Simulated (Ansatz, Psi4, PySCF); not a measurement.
GeTe, triplet, geometry from GFN2-xTB (the spin is typed, not shown lowest) (core potentials on Te). Base run: B97M-V/def2-SVPD in PySCF.

Here is a job for PySCF.
```python
from pyscf import gto, scf, dft

mol = gto.Mole()
mol.atom = '''
    Ge   -0.00000000   -0.00000000   -1.58156681
    Te    0.00000000    0.00000000    0.97327189
'''
mol.basis = 'def2-svpd'
mol.ecp = {'Te': 'def2-svpd'}
mol.spin = 2
mol.verbose = 4
mol.build()

mf = dft.UKS(mol)
mf.xc = 'b97m_v'
mf.kernel()
```

The same geometry, method and basis name were run in Ansatz (a quantum-chemistry and plane-wave program) and Psi4 and PySCF, at each program's defaults and at the settings that a row names. The base is PySCF at its defaults. Differences at the defaults can come from grids, fitting, cores and function types together.

| code and settings | ΔE vs base (mEh) | basis functions | E (Eh) | SCF cycles | dipole (D) |
|---|---|---|---|---|---|
| PySCF, defaults (exact integrals, its default grid, spherical functions) | 0.000 | 73 | -2344.31909 | 14 | 0.03 |
| Psi4, defaults (density fitting with its default set, its default grid, spherical functions) | 0.159 | 73 | -2344.31894 | 12 | 0.03 |
| Ansatz, defaults (factorised integrals, its default grid, spherical functions) | -0.005 | 73 | -2344.31910 | - | - |
| PySCF, density fitting with def2-universal-jkfit | -0.059 | 73 | -2344.31915 | 14 | 0.03 |
| PySCF, fine grid | -0.009 | 73 | -2344.31910 | 14 | 0.03 |
| Psi4, exact integrals, spherical functions, fine grid | 0.002 | 73 | -2344.31909 | 15 | 0.03 |
| Ansatz, high accuracy | -0.005 | 73 | -2344.31910 | - | - |

Open shells are given as the SCF converged; they aren't shown to be the lowest states, and a large step between rows can be another state.
